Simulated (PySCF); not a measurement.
## Radial density of F+ (fluorine, charge +1)

UHF, [He] 2s2 2p4, high-spin 3P determinant. Calculation: PySCF 2.14, in x2c-TZVPall; scalar relativity by spin-free X2C-1e.

| r (bohr) | 4πr²ρ (e/bohr) | 4πr²(ρα − ρβ) |
| --- | --- | --- |
| 0.00240 | 0.03321 | 0.0000 |
| 0.00403 | 0.09058 | 0.0000 |
| 0.00678 | 0.2394 | 0.0001 |
| 0.0114 | 0.6161 | 0.0002 |
| 0.0192 | 1.501 | 0.0006 |
| 0.0323 | 3.340 | 0.0021 |
| 0.0543 | 6.349 | 0.0086 |
| 0.0913 | 9.310 | 0.0405 |
| 0.154 | 8.978 | 0.1741 |
| 0.258 | 5.132 | 0.6256 |
| 0.434 | 4.366 | 1.5251 |
| 0.731 | 5.941 | 1.9831 |
| 1.23 | 3.305 | 1.0220 |
| 2.07 | 0.4821 | 0.1345 |
| 3.48 | 0.01284 | 0.0023 |

Densities and radii are taken from the X2C orbitals without a picture-change correction, which distorts them close to the nucleus.
